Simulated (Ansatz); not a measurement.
C2H10AsGa (`[CH3][GaH-]([CH3])[AsH3+]`), one more setting.

```yaml
crystal:
  periodic: [false, false, false]
  atoms:
    - {symbol: C, position_ang: [-1.220597, 1.203555, -1.109854]}
    - {symbol: Ga, position_ang: [-0.330182, 0.648731, 0.577757]}
    - {symbol: C, position_ang: [1.621182, 0.957288, 0.792043]}
    - {symbol: As, position_ang: [-0.203149, -2.033466, 0.041366]}
    - {symbol: H, position_ang: [-0.602267, 0.995485, -1.986280]}
    - {symbol: H, position_ang: [-1.395365, 2.283538, -1.082520]}
    - {symbol: H, position_ang: [-2.190830, 0.720786, -1.244698]}
    - {symbol: H, position_ang: [-1.216608, 0.458259, 1.877457]}
    - {symbol: H, position_ang: [1.789980, 2.007827, 1.048144]}
    - {symbol: H, position_ang: [2.050946, 0.354227, 1.594689]}
    - {symbol: H, position_ang: [2.170953, 0.754141, -0.130034]}
    - {symbol: H, position_ang: [-0.851436, -3.049960, 0.951803]}
    - {symbol: H, position_ang: [1.131209, -2.737619, -0.055887]}
    - {symbol: H, position_ang: [-0.767034, -2.591993, -1.245387]}
basis:
  gaussian: {orbitals: aug-cc-pVTZ}
hamiltonian: {xc: {name: SVWN5}, pseudopotentials: {relativity: none}}
scf: {lower_state_search: full}
output: {forces: true}
```

```sh
$ ansatz run in.yaml --threads 4 --pin off --events-out ev --progress --plain --max-ram 11315MiB
```

Output, abridged:

```
Functional definition: SVWN5
1888 factors; their error is unknown
mean field evaluation 1: about -115242.1363 eV, gradient 1.1e2 eV
mean field evaluation 2: about -115173.8507 eV, gradient 1.6e2 eV
mean field evaluation 4: about -115265.2569 eV, gradient 2.1e1 eV
mean field evaluation 8: about -115265.9838 eV, gradient 1.2e-1 eV
mean field evaluation 16: about -115265.9431 eV, gradient 6.3e-3 eV
mean field -115265.94307440 eV, -4235.9452779218 hartree, gradient 4.9e-5 eV, S^2 0.000000; 0 other end points of the search recorded, 0 dependent functions left out
reference -115265.94316318 eV, -4235.9452811843 hartree; 43, 43 occupied and 397, 397 virtual orbitals, 1888 factors
Total energy: -115265.94316318 eV, -4235.9452811843 hartree
Atom 0 at    -1.220597     1.203555    -1.109854 Å, force     0.245861    -0.197557     0.434060 eV/Å
Atom 1 at    -0.330182     0.648731     0.577757 Å, force     0.121280    -0.017252    -0.183339 eV/Å
Atom 2 at     1.621182     0.957288     0.792043 Å, force    -0.514908    -0.131234    -0.073731 eV/Å
Atom 3 at    -0.203149    -2.033466     0.041366 Å, force    -0.029610     0.545227     0.116746 eV/Å
Atom 4 at    -0.602267     0.995485    -1.986280 Å, force     0.168212    -0.057900    -0.179031 eV/Å
Atom 5 at    -1.395365     2.283538    -1.082520 Å, force    -0.023034     0.244910     0.044788 eV/Å
Atom 6 at    -2.190830     0.720786    -1.244698 Å, force    -0.217258    -0.124441     0.003610 eV/Å
Atom 7 at    -1.216608     0.458259     1.877457 Å, force     0.077002    -0.012567    -0.117392 eV/Å
Atom 8 at     1.789980     2.007827     1.048144 Å, force    -0.003622     0.242527     0.057655 eV/Å
Atom 9 at     2.050946     0.354227     1.594689 Å, force     0.063124    -0.148217     0.191211 eV/Å
Atom 10 at     2.170953     0.754141    -0.130034 Å, force     0.094507    -0.052210    -0.228366 eV/Å
Atom 11 at    -0.851436    -3.049960     0.951803 Å, force    -0.037607    -0.115355     0.046449 eV/Å
Atom 12 at     1.131209    -2.737619    -0.055887 Å, force     0.090576    -0.092881    -0.017648 eV/Å
Atom 13 at    -0.767034    -2.591993    -1.245387 Å, force    -0.034522    -0.083050    -0.095012 eV/Å
Dipole moment:     0.076639    -0.559539    -0.186653 e Å
```

Hardware: 4 threads of an Arm Neoverse V2 on a shared host. Wall time 8 s, peak host memory 1.3 GiB.
